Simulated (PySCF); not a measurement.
Compound: CH₇N₂PSi.
Cartesian coordinates in Å at the GFN2-xTB level; atoms count from 1:
```xyz
12
CH7N2PSi angstrom
C     -0.9471    2.0953   -0.2536
N     -0.8381    0.9419    0.2067
Si     0.0830   -0.4416   -0.2445
N     -0.9781   -1.7524    0.0704
P      1.6917   -0.6145    1.3151
H     -1.5634    2.8196    0.2733
H     -0.4673    2.4561   -1.1690
H      0.6364   -0.4038   -1.6158
H     -1.8525   -1.8286   -0.4194
H     -0.5997   -2.6600    0.2784
H      2.2413    0.6294    1.0587
H      2.5952   -1.2420    0.4737
```

Level of theory: PySCF 2.14.0, density-fitted response routines, TDDFT wB97X-D/def2-SVPD, vertical, gas phase, core orbitals frozen in the response.

Orbital energies (eV): HOMO-3 -10.94, HOMO-2 -9.47, HOMO-1 -8.97, HOMO -8.86, LUMO 0.75, LUMO+1 2.09, LUMO+2 2.33.

Q: Among the lowest singlets, which states do these configurations lead, and at what energies: HOMO→LUMO, HOMO-1→LUMO, HOMO-2→LUMO?

A: 

```csv
state,leading configuration,weight,Δε (eV),E (eV),E − Δε (eV),f,other configurations
S1,HOMO→LUMO,0.91,9.61,3.88,-5.73,0.0003,–
S2,HOMO-1→LUMO,0.82,9.72,5.73,-3.99,0.050,–
S3,HOMO-2→LUMO,0.85,10.22,6.12,-4.10,0.0082,–
```

E − Δε runs from -5.73 to -3.99 eV. Among themselves, these states come in the order of their orbital differences. Δε is the difference of the two orbital energies.

H and L stand for HOMO and LUMO. The other states: S4 6.66 eV, f 0.103, H→L+2 (45%), H-1→L+2 (18%), H→L+1 (15%); S5 6.75 eV, f 0.025, H-1→L+2 (36%), H→L+1 (22%), H-1→L+1 (13%); S6 6.89 eV, f 0.043, H-1→L+1 (30%), H-2→L+1 (18%), H-1→L+2 (10%); S7 7.06 eV, f 0.014, H-1→L+1 (26%), H→L+3 (22%), H→L+1 (8%); S8 7.07 eV, f 0.039, H→L+3 (20%), H-2→L+1 (19%), H-2→L+2 (15%).

Q: Pair triplets and singlets of the same leading configuration (75% or more in both) and give the splittings.

A: 

```
configuration  triplet  E(T) (eV)  singlet  E(S) (eV)  E(S) − E(T) (eV)
    HOMO→LUMO       T1       3.35       S1       3.88             +0.53
```

The 3 triplets are Tamm–Dancoff values, the singlets full response.

Summed over the main configurations (up to three a state, each over 8%) of all 8 singlets, the electron leaves HOMO with weight 2.23, HOMO-1 with weight 2.15 and HOMO-2 with weight 1.37.

One conformer stands for the species.
